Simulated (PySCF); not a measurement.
Bonds: Si1-C3, Si1-C7, Si1-N11, N11-C12, N11-C14, C12-C13, C14-C15. Si1 carries H2; C3 carries H4, H5, H6; C7 carries H8, H9, H10; C12 carries H16, H17; C13 carries H18, H19, H20; C14 carries H21, H22; C15 carries H23, H24, H25.

Relativity neglected, no solvent model, a single conformation, rapidly exchanging positions averaged. GIAO B3LYP/pcSseg-1 shieldings; PBE0-D3(BJ)/def2-SVP structure; PySCF 2.14.0 with density-fitted response routines.

Chemical shifts δ = σref − σ; TMS for 13C, 1H, 29Si; 15N vs NH3, all at this level.

| atoms | nucleus | count | δ (ppm) |
| --- | --- | --- | --- |
| N11 | 15N | 1 | 51.5 |
| H18/H19/H20/H23/H24/H25 | 1H | 6 | 0.94 |
| H2 | 1H | 1 | 4.76 |
| C13/C15 | 13C | 2 | ? |
| H16/H17/H21/H22 | 1H | 4 | 2.65 |
| C12/C14 | 13C | 2 | 42.8 |
| C3/C7 | 13C | 2 | ? |
| Si1 | 29Si | 1 | ? |
| H4/H5/H6/H8/H9/H10 | 1H | 6 | 0.15 |

Question: Complete the table.

Answer: 
- C13/C15: 16.3 ppm, carbon bonded to C, 3 H
- C3/C7: -1.5 ppm, carbon bonded to Si, 3 H
- Si1: -13.1 ppm, silicon bonded to 2 C, N, H

Shifts are as computed. Against solution values, carbons near 30 ppm lie about +2 ppm off and those near 130 ppm about +6 ppm. Of 1313 compounds with measured shifts, 239 miss one by over three times the rms of a fit or turn the order of signals round; such compounds aren't used in these exercises. Experimental scales use liquid or dissolved standards, which lie at an offset from isolated NH3 (liquid NH3: subtract about 20 ppm).
